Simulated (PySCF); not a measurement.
Electron correlation in W (tungsten, neutral)

[Xe] 4f14 5d4 6s1 6p1, one real determinant (an excited configuration). All numbers are calculated (PySCF 2.14, the spin-free X2C one-electron Hamiltonian (Gaussian nucleus), in x2c-TZVPPall). Frozen: [Xe] 4f14; 6 electrons correlated.

MP2 pair energies summed by pair of shells (mhartree):

```csv
pair,energy,share (%)
5d-5d,-28.71,55.9
5d-6s,-12.80,24.9
5d-6p,-8.30,16.1
6s-6p,-1.60,3.1
```

Total MP2 correlation energy: -51.40 mhartree.

Same-spin part -51.40 and opposite-spin part 0.00 mhartree; SCS-MP2 scales them by 1/3 and 6/5 to -17.13 mhartree.

The basis was made for the ground configuration and has no added diffuse functions, which can raise the energy of the promoted electron.

The reference is one real determinant that mixes LS terms of this configuration.
